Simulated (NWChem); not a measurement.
System: SrF$_{2}$; SMILES [F][Sr][F]

Here is an NWChem input.

```
start job
memory heap 200 mb stack 900 mb global 1100 mb
geometry units angstroms noautoz
  Sr     0.000000     0.000000     0.147901
  F      1.921542     0.000000    -0.754771
  F     -1.921542     0.000000    -0.754771
end
basis spherical
  * library def2-svpd
end
ecp
  Sr library def2-ecp
end
dft
  xc b3lyp
  iterations 150
  vectors input atomic output neutral.movecs
end
task dft energy
charge 1
dft
  odft
  mult 2
  vectors input atomic output cation.movecs
end
task dft energy
charge -1
dft
  odft
  mult 2
  vectors input atomic output anion.movecs
end
task dft energy
```

Parts of the log:

```
             Northwest Computational Chemistry Package (NWChem) 7.3.0
             --------------------------------------------------------

 C2V symmetry detected

                             Geometry "geometry" -> ""
                             -------------------------

 Output coordinates in angstroms (scale by  1.889725989 to convert to a.u.)

  No.       Tag          Charge          X              Y              Z
 ---- ---------------- ---------- -------------- -------------- --------------
    1 Sr                  38.0000     0.00000000     0.00000000     0.29014457
    2 F                    9.0000     1.92154200     0.00000000    -0.61252743
    3 F                    9.0000    -1.92154200     0.00000000    -0.61252743

 Effective nuclear repulsion energy (a.u.)     181.6464417724

      Symmetry information
      --------------------

 Group name             C2v
 Group number             16
 Group order               4
 No. of unique centers     2

                                 NWChem DFT Module
                                 -----------------

 Summary of "ao basis" -> "ao basis" (spherical)
 ------------------------------------------------------------------------------
       Tag                 Description            Shells   Functions and Types
 ---------------- ------------------------------  ------  ---------------------
 Sr                        def2-svpd                10       26   4s4p2d
 F                         def2-svpd                 9       23   4s3p2d

      Symmetry analysis of basis
      --------------------------

        a1         28
        a2          9
        b1         22
        b2         13

            General Information
            -------------------
          SCF calculation type: DFT
          Wavefunction type:  closed shell.
          No. of atoms     :     3
          No. of electrons :    28
           Alpha electrons :    14
            Beta electrons :    14
          Charge           :     0
          Spin multiplicity:     1
          Use of symmetry is: on ; symmetry adaption is: on
          Maximum number of iterations: 150
          AO basis - number of functions:    72
                     number of shells:    28
          Convergence on energy requested:  1.00D-06
          Convergence on density requested:  1.00D-05
          Convergence on gradient requested:  5.00D-04

              XC Information
              --------------
                         B3LYP Method XC Potential
                     Hartree-Fock (Exact) Exchange  0.200
                        Slater Exchange Functional  0.800 local
                    Becke 1988 Exchange Functional  0.720 non-local
              Lee-Yang-Parr Correlation Functional  0.810
                  VWN I RPA Correlation Functional  0.190 local

             Grid Information
             ----------------
          Grid used for XC integration:  medium
          Radial quadrature: Mura-Knowles
          Angular quadrature: Lebedev.
          Tag              B.-S. Rad. Rad. Pts. Rad. Cut. Ang. Pts.
          ---              ---------- --------- --------- ---------
          Sr                  2.00      123          13.0       590
          F                   0.50       49          12.0       434
          Grid pruning is: on
          Number of quadrature shells:   172
          Spatial weights used:  Erf1

      Superposition of Atomic Density Guess
      -------------------------------------

 Sum of atomic energies:        -233.47497398

      Non-variational initial energy
      ------------------------------

 Total energy =    -228.617712
 1-e energy   =    -438.548322
 2-e energy   =     153.910638
 HOMO         =      -0.635215
 LUMO         =      -0.136335

      Symmetry analysis of molecular orbitals - initial
      -------------------------------------------------

  Numbering of irreducible representations:

     1 a1          2 a2          3 b1          4 b2

  Orbital symmetries:

     1 a1          2 b1          3 a1          4 b1          5 a1
     6 b1          7 a1          8 b2          9 a1         10 a2
    11 b1         12 b2         13 a1         14 b1         15 a1
    16 b2         17 a1         18 b1         19 a1         20 b2
    21 b1         22 b2         23 a1         24 a2

   convergence    iter        energy       DeltaE   RMS-Dens  Diis-err
 ---------------- ----- ----------------- --------- --------- ---------
 d= 0,ls=0.0,diis     1   -230.2343005893 -2.86D+02  3.60D-02  1.48D+00
 d= 0,ls=0.0,diis     2   -229.2416870636  9.93D-01  2.41D-02  1.29D+01
 d= 0,ls=0.0,diis     3   -230.4135952291 -1.17D+00  8.43D-04  1.23D-02
 d= 0,ls=0.0,diis     4   -230.4144412570 -8.46D-04  3.46D-04  1.17D-03
 d= 0,ls=0.0,diis     5   -230.4145612442 -1.20D-04  7.74D-05  3.12D-05
  Resetting Diis
 d= 0,ls=0.0,diis     6   -230.4145650027 -3.76D-06  1.65D-05  4.92D-07
 d= 0,ls=0.0,diis     7   -230.4145650706 -6.79D-08  2.18D-06  1.37D-08

         Total DFT energy =     -230.414565070563
      One electron energy =     -443.608749770828
           Coulomb energy =      182.589399423212
    Exchange-Corr. energy =      -25.415186272769
 Nuclear repulsion energy =       56.019971549822

 Numeric. integr. density =       28.000001563087

                  Occupations of the irreducible representations
                  ----------------------------------------------

                     irrep           alpha         beta
                     --------     --------     --------
                     a1                6.0          6.0
                     a2                1.0          1.0
                     b1                5.0          5.0
                     b2                2.0          2.0

                       DFT Final Molecular Orbital Analysis
                       ------------------------------------

 Vector   12  Occ=2.000000D+00  E=-3.153523D-01  Symmetry=b2
              MO Center= -3.9D-14,  1.1D-15, -6.0D-01, r^2= 4.2D+00
   Bfn.  Coefficient  Atom+Function         Bfn.  Coefficient  Atom+Function
  ----- ------------  ---------------      ----- ------------  ---------------
    32      0.451881  2 F  py                55      0.451881  3 F  py
    35     -0.303645  2 F  py                58     -0.303645  3 F  py
    38     -0.112495  2 F  py                61     -0.112495  3 F  py
     6      0.109738  1 Sr py                18      0.060805  1 Sr d -1

 Vector   13  Occ=2.000000D+00  E=-3.147233D-01  Symmetry=a1
              MO Center=  1.3D-13, -1.5D-15, -5.9D-01, r^2= 4.2D+00
   Bfn.  Coefficient  Atom+Function         Bfn.  Coefficient  Atom+Function
  ----- ------------  ---------------      ----- ------------  ---------------
    31      0.352107  2 F  px                54     -0.352107  3 F  px
    33      0.284142  2 F  pz                56      0.284142  3 F  pz
    34     -0.241156  2 F  px                57      0.241156  3 F  px
    36     -0.186914  2 F  pz                59     -0.186914  3 F  pz
     7      0.140319  1 Sr pz                 2     -0.078509  1 Sr s

 Vector   14  Occ=2.000000D+00  E=-3.046998D-01  Symmetry=b1
              MO Center=  8.2D-14, -9.1D-17, -6.0D-01, r^2= 4.2D+00
   Bfn.  Coefficient  Atom+Function         Bfn.  Coefficient  Atom+Function
  ----- ------------  ---------------      ----- ------------  ---------------
    33      0.405609  2 F  pz                56     -0.405609  3 F  pz
    36     -0.276536  2 F  pz                59      0.276536  3 F  pz
     5      0.266518  1 Sr px                31     -0.218746  2 F  px
    54     -0.218746  3 F  px                34      0.146706  2 F  px
    57      0.146706  3 F  px                20     -0.106262  1 Sr d  1

 Vector   15  Occ=0.000000D+00  E=-7.658640D-02  Symmetry=a1
              MO Center= -1.1D-14, -5.0D-15,  1.3D+00, r^2= 5.7D+00
   Bfn.  Coefficient  Atom+Function         Bfn.  Coefficient  Atom+Function
  ----- ------------  ---------------      ----- ------------  ---------------
     4      0.581824  1 Sr s                  3      0.537312  1 Sr s
     2     -0.390000  1 Sr s                 13      0.234927  1 Sr pz
    21     -0.208333  1 Sr d  2               7     -0.171429  1 Sr pz
    10      0.129389  1 Sr pz                 1     -0.103490  1 Sr s
    19      0.096350  1 Sr d  0              24      0.050400  1 Sr d  0

 Vector   16  Occ=0.000000D+00  E=-1.821974D-02  Symmetry=b2
              MO Center= -3.1D-14,  9.9D-15,  1.3D+00, r^2= 9.3D+00
   Bfn.  Coefficient  Atom+Function         Bfn.  Coefficient  Atom+Function
  ----- ------------  ---------------      ----- ------------  ---------------
    18      0.451459  1 Sr d -1              15      0.372356  1 Sr py
    12      0.355178  1 Sr py                23      0.282590  1 Sr d -1
     6     -0.228659  1 Sr py                 9      0.173339  1 Sr py

 Vector   17  Occ=0.000000D+00  E=-1.284570D-02  Symmetry=a1
              MO Center= -3.1D-14, -3.0D-15,  8.9D-01, r^2= 8.7D+00
   Bfn.  Coefficient  Atom+Function         Bfn.  Coefficient  Atom+Function
  ----- ------------  ---------------      ----- ------------  ---------------
    19      0.442335  1 Sr d  0              16      0.393421  1 Sr pz
    21      0.357256  1 Sr d  2              24      0.318774  1 Sr d  0
    13      0.173488  1 Sr pz                 7     -0.164974  1 Sr pz
    26      0.141192  1 Sr d  2               4     -0.117280  1 Sr s
     2      0.113203  1 Sr s                 10      0.081322  1 Sr pz

     Multipole analysis of the density
     ---------------------------------

     L   x y z        total         alpha         beta         nuclear
     -   - - -        -----         -----         ----         -------
     0   0 0 0     -0.000000    -14.000000    -14.000000     28.000000

     1   1 0 0     -0.000000     -0.000000     -0.000000      0.000000
     1   0 1 0     -0.000000     -0.000000     -0.000000      0.000000
     1   0 0 1      2.417602      8.884913      8.884913    -15.352225

     2   2 0 0    -37.237703   -137.288579   -137.288579    237.339454
     2   1 1 0     -0.000000     -0.000000     -0.000000      0.000000
     2   1 0 1      0.000000      0.000000      0.000000      0.000000
     2   0 2 0    -17.629453     -8.814726     -8.814726      0.000000
     2   0 1 1      0.000000      0.000000      0.000000      0.000000
     2   0 0 2    -19.234645    -23.178896    -23.178896     27.123148

                                 NWChem DFT Module
                                 -----------------

      Symmetry analysis of basis
      --------------------------

        a1         28
        a2          9
        b1         22
        b2         13

            General Information
            -------------------
          SCF calculation type: DFT
          Wavefunction type:  spin polarized.
          No. of atoms     :     3
          No. of electrons :    27
           Alpha electrons :    14
            Beta electrons :    13
          Charge           :     1
          Spin multiplicity:     2
          Use of symmetry is: on ; symmetry adaption is: on
          Maximum number of iterations: 150
          AO basis - number of functions:    72
                     number of shells:    28
          Convergence on energy requested:  1.00D-06
          Convergence on density requested:  1.00D-05
          Convergence on gradient requested:  5.00D-04

              XC Information
              --------------
                         B3LYP Method XC Potential
                     Hartree-Fock (Exact) Exchange  0.200
                        Slater Exchange Functional  0.800 local
                    Becke 1988 Exchange Functional  0.720 non-local
              Lee-Yang-Parr Correlation Functional  0.810
                  VWN I RPA Correlation Functional  0.190 local

             Grid Information
             ----------------
          Grid used for XC integration:  medium
          Radial quadrature: Mura-Knowles
          Angular quadrature: Lebedev.
          Tag              B.-S. Rad. Rad. Pts. Rad. Cut. Ang. Pts.
          ---              ---------- --------- --------- ---------
          Sr                  2.00      123          13.0       590
          F                   0.50       49          12.0       434
          Grid pruning is: on
          Number of quadrature shells:   172
          Spatial weights used:  Erf1

      Superposition of Atomic Density Guess
      -------------------------------------

 Sum of atomic energies:        -233.47497398

 Renormalizing density from      28.00 to     27

      Non-variational initial energy
      ------------------------------

 Total energy =    -223.752575
 1-e energy   =    -422.885882
 2-e energy   =     143.113336
 HOMO         =      -1.031535
 LUMO         =      -0.340544

   Symmetry analysis of molecular orbitals - initial alpha
   -------------------------------------------------------

  Numbering of irreducible representations:

     1 a1          2 a2          3 b1          4 b2

  Orbital symmetries:

     1 a1          2 b1          3 a1          4 b1          5 a1
     6 b1          7 a1          8 b2          9 a1         10 b1
    11 a2         12 b2         13 a1         14 b1         15 a1
    16 a1         17 b2         18 b1         19 a1         20 b2
    21 a2         22 b1         23 a1         24 b2

   Symmetry analysis of molecular orbitals - initial beta
   ------------------------------------------------------

  Numbering of irreducible representations:

     1 a1          2 a2          3 b1          4 b2

  Orbital symmetries:

     1 a1          2 b1          3 a1          4 b1          5 a1
     6 b1          7 a1          8 b2          9 a1         10 b1
    11 a2         12 b2         13 a1         14 b1         15 a1
    16 a1         17 b2         18 b1         19 a1         20 b2
    21 a2         22 b1         23 a1         24 b2

[...]
```

Level: B3LYP/def2-SVPD with def2 effective core potentials on Sr, vertical spin-unrestricted ions. All runs use the structure optimised with PBE0/def2-SVP. Not confirmed as a minimum by frequencies. def2 effective core potentials on Sr; no spin-orbit coupling.
